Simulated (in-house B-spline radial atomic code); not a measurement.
**RPA and G0W0 on LDA VWN5: Sr VI (Sr5+)**

Configuration [Ar] 3d10 4s2 4p3, highest spin, mean-field start LDA VWN5. Computed with an all-electron radial atomic-structure program (B-spline basis): all electrons, non-relativistic, point nucleus, each spin shell either full or empty, empty states to l = 9 with an (l + 1/2)⁻⁴ tail; G0W0 by contour deformation at full frequency.

Without relativity these are model numbers: it shifts the levels of so heavy an element strongly and can reorder them.

Command:
```bash
python run_gw.py task.json out
```
Settings (radii: box in bohr, nucleus in fm):
```
Z                        38
electrons                33
configuration            [Ar] 3d10 4s2 4p3
hamiltonian              nr
method                   lda,vwn
lmax                     9
spin_polarised           True
box_radius               10.43
intervals                51
```

Time taken, with all properties: 4 s on 1 thread of Arm Neoverse N1 (shared host).

Energies (hartree):

```csv
term,value
mean-field total,-3122.57968
Hartree-Fock functional on these orbitals,-3124.87376
direct second order,-2.7948
second-order exchange,0.81782
SOSEX correction,0.75715
```

(1) What is the RPA correlation energy, and what remains with SOSEX?

Quasi-particle levels (eV):

```
  level  occupied  mean field  Σx - vxc     Σc  QP weight     G0W0
  4p up       yes      -81.21     -7.56      ?          ?        ?
4s down       yes      -95.95     -4.09  -2.96      0.954  -103.00
4p down        no      -77.52      9.91  -3.05      0.951   -70.66
```

G0W0 = mean field + (Σx - vxc) + Σc, with Σc (partial-wave tail included) taken at the quasi-particle energy. Only the outer levels were computed. Levels of low weight are left out.

(2) Where does G0W0 put 4p up?

Results:

(1) RPA gives -2.4625 hartree (-2.03 eV per electron); RPA + SOSEX gives -1.7053, and the second-order doubles -1.977 hartree (no singles). SOSEX takes back 31 % of the RPA value.

(2) At -89.19 eV, with Σc = -0.43 eV and a quasi-particle weight of 0.951. The tabulated removal energy is 88 ± 2 eV (NIST, tabulated theory); the calculation leaves out relativity, Breit and QED terms, and what these don't explain is the method's own error.
